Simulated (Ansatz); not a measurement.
CH5Ge, SMILES [CH2][GeH3], multiplicity 2.

Geometry optimised at PBE-D3(BJ)/def2-TZVP. The isomer is the one that the SMILES or the coordinates give; other isomers of the formula were not compared.

Two levels are set side by side: PBE/def2-TZVPD (Ansatz, an electronic-structure program) and CAM-B3LYP/def2-TZVPD (Ansatz). Energy differences of separate SCF runs at the same geometry; the states with an electron removed or added have multiplicity 1 and 1. Differences are taken from unrounded values.

```tsv
quantity	CAM-B3LYP	PBE	PBE minus CAM-B3LYP
vertical ionisation energy (eV)	9.26	9.04	-0.22
vertical electron affinity (eV)	0.45	0.54	0.09
```
